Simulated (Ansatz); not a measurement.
O$_{2}$Ti, triplet, geometry from GFN2-xTB (such geometries of metal compounds can be far from the true shape) (the multiplicity is a formal guess).

Input for Ansatz (an electronic-structure program):
Ansatz 0.2 input:
```yaml
crystal:
  periodic: [false, false, false]
  atoms:
    - {symbol: Ti, position_ang: [0.08713546, 0.01667738, 0.10503988]}
    - {symbol: O, position_ang: [1.09419603, 0.19006438, -1.18532302]}
    - {symbol: O, position_ang: [-1.33381854, -0.23592717, 0.89646335]}
basis:
  gaussian:
    orbitals: STO-3G
hamiltonian:
  xc: pbe0
magnetization: {spin_polarized: true, initial_magnetization: 2}
```

### Question
Predict the number of basis functions from PBE0/STO-3G run with Ansatz.

### Answer
28

### Question
Give the total energy at the level PBE0/STO-3G.

### Answer
-988.7353 Eh

### Question
What is the computed <S^2> (PBE0/STO-3G)?

### Answer
2.008
